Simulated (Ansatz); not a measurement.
Reaction (redistribution): `[SiH3]N[SiH2]Br` + `F[Si](F)(Cl)[NH][GeH2][Cl]` → `F[SiH](Br)N[SiH3]` + `F[SiH](Cl)[NH][GeH2][Cl]`

Computed with Ansatz on PBE0-D4/def2-TZVP structures; ΔE is electronic, products minus reactants. CCSD(T)/CBS adds triple-zeta CCSD(T) − MP2 to the extrapolated MP2 energy (def2 sets, frozen cores). Functionals use def2-TZVPP. For Br, Ge outer-core shells are correlated without core-valence functions, which leaves a few kJ/mol of doubt a bond. Scalar relativity is left out up to krypton. Each species was taken in one conformer, which may not be the lowest.

`[SiH3]N[SiH2]Br`:

```xyz
10

Si   -0.933   -0.657    1.094
N    -0.472    0.473   -0.140
Si    0.905    0.397   -1.147
Br    2.753    1.203   -0.183
H    -0.125   -1.880    0.869
H    -0.675   -0.135    2.462
H    -2.381   -0.971    0.989
H    -0.951    1.363   -0.129
H     1.192   -1.018   -1.462
H     0.686    1.225   -2.353
```

`F[Si](F)(Cl)[NH][GeH2][Cl]`:

Z-matrix (Å, degrees):
```
Si
F 1 1.579
Cl 1 2.019 2 108.3
F 1 1.578 2 104.7 3 117.1
N 1 1.684 2 112.3 3 -121.6
Ge 5 1.834 1 129.5 2 119.3
H 5 1.011 1 116.1 2 -72.2
Cl 6 2.153 5 109.6 1 77.7
H 6 1.530 5 107.0 1 -166.4
H 6 1.525 5 109.8 1 -40.0
```

`F[SiH](Br)N[SiH3]`:

```xyz
10

F    -1.727    0.581   -1.814
Si   -0.522   -0.345   -1.341
Br   -1.023   -2.377   -2.045
N    -0.333   -0.362    0.343
Si    0.729    0.620    1.305
H     0.697    0.155   -1.994
H    -0.940   -0.996    0.847
H    -0.034    1.505    2.223
H     1.636   -0.226    2.122
H     1.517    1.443    0.355
```

`F[SiH](Cl)[NH][GeH2][Cl]`:

Z-matrix (Å, degrees):
```
Si
Cl 1 2.038
N 1 1.695 2 108.8
F 1 1.591 2 106.1 3 120.9
H 1 1.472 2 111.2 3 -123.5
Ge 3 1.831 1 129.6 2 22.3
H 3 1.010 1 116.1 2 -152.3
Cl 6 2.155 3 109.4 1 -89.7
H 6 1.531 3 108.1 1 154.8
H 6 1.526 3 109.6 1 28.0
```

| species | B2PLYP energy (Eh) |
| --- | --- |
| `[SiH3]N[SiH2]Br` | -3210.96998 |
| `F[Si](F)(Cl)[NH][GeH2][Cl]` | -3542.69854 |
| `F[SiH](Br)N[SiH3]` | -3310.28756 |
| `F[SiH](Cl)[NH][GeH2][Cl]` | -3443.38100 |

Task: Work out ΔE.

Result: ΔE = (-3310.28756) + (-3443.38100) − (-3210.96998) − (-3542.69854) = -0.00004 Eh = -0.1 kJ/mol. CCSD(T)/CBS gives +0.9 kJ/mol.

Largest T1 diagnostic among the species: 0.011.
